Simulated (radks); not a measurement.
Results of a calculation; reference values are marked as such.
Pb3+, configuration [Xe] 4f14 5d10 6s1.

Code: a radial shooting solver on a logarithmic mesh with Libxc functionals. Model: scalar-relativistic Kohn-Sham, TASK exchange with Perdew-Wang LDA correlation, spin-polarised, spherical densities, finite nucleus; open shells are filled with parallel spins first (spin-orbit coupling, left out, can overturn this in heavy ions); meta-GGA in the generalised Kohn-Sham scheme; Fermi nuclear charge, rms radius 5.5012 fm.

Energy parts (hartree):
| part | energy |
|---|---|
| total | -20874.4607 |
| kinetic | 23576.3512 |
| electron-nucleus | -52026.4506 |
| Hartree | 7958.9419 |
| exchange-correlation | -383.3032 |

Orbitals (lengths in bohr, moments of r in powers of bohr; r(max) is where P^2 peaks):
orbital  occ.  eigenvalue (hartree)   <1/r>      <r^2>    r(max)
1s up       1             -3241.989   101.3  0.0003578  0.009847
1s down     1             -3241.987   101.3  0.0003578  0.009847
2s down     1             -582.1746   23.79   0.005429   0.05718
2s up       1             -582.1745   23.79   0.005429   0.05718
2p up       3             -499.6861   20.90   0.004623   0.04761
2p down     3             -499.6860   20.90   0.004623   0.04761
3s up       1             -141.0644   8.825    0.03491    0.1612
3s down     1             -141.0638   8.825    0.03491    0.1612
3p up       3             -117.3350   7.982    0.03617    0.1613
3p down     3             -117.3343   7.982    0.03617    0.1613
3d up       5             -92.99910   7.485    0.02998    0.1314
3d down     5             -92.99869   7.485    0.02998    0.1314
4s up       1             -33.03549   3.799     0.1671    0.3626
4s down     1             -33.03385   3.799     0.1671    0.3626
4p up       3             -25.21855   3.416     0.1914    0.3826
4p down     3             -25.21659   3.416     0.1913    0.3826
4d up       5             -16.11148   3.070     0.2147    0.3886
4d down     5             -16.10932   3.071     0.2147    0.3885
5s up       1              -6.53315   1.596     0.8251    0.7906
5s down     1              -6.53096   1.596     0.8245    0.7909
4f up       7              -6.03052   2.676     0.2468    0.3502
4f down     7              -6.02861   2.676     0.2467    0.3502
5p up       3              -4.34200   1.365      1.088    0.8830
5p down     3              -4.33937   1.367      1.080    0.8832
5d up       5              -1.86405   1.027      1.883     1.068
5d down     5              -1.84207   1.044      1.804     1.064
6s up       1              -1.42252  0.6342      4.654     1.861

The highest occupied level is 6s up at -38.709 eV. Summed over all electrons, <r^2> = 38.95 bohr^2, which gives a Langevin (diamagnetic) susceptibility term of -30.9 x 10^-6 cm^3/mol. The spin density at the nucleus is 385.2 e/bohr^3 (1s 2.3, 2s 0.7, 3s 0.1, 4s -0.6, 5s 2.0, 6s 380.7). The electron density at the nucleus is 2.969e+06 e/bohr^3 (large components only). Spin moment in Bohr magnetons: 1. For comparison, the ionisation energy in NIST's Atomic Spectra Database is 42.333 eV (measured). In exact Kohn-Sham theory the highest level is minus the ionisation energy, but local and semilocal functionals leave it too shallow, through self-interaction and a potential that decays too fast; potentials with the right tail come closer.

Empty levels of this run are not shown, since the potential may be unsettled where no density lies.
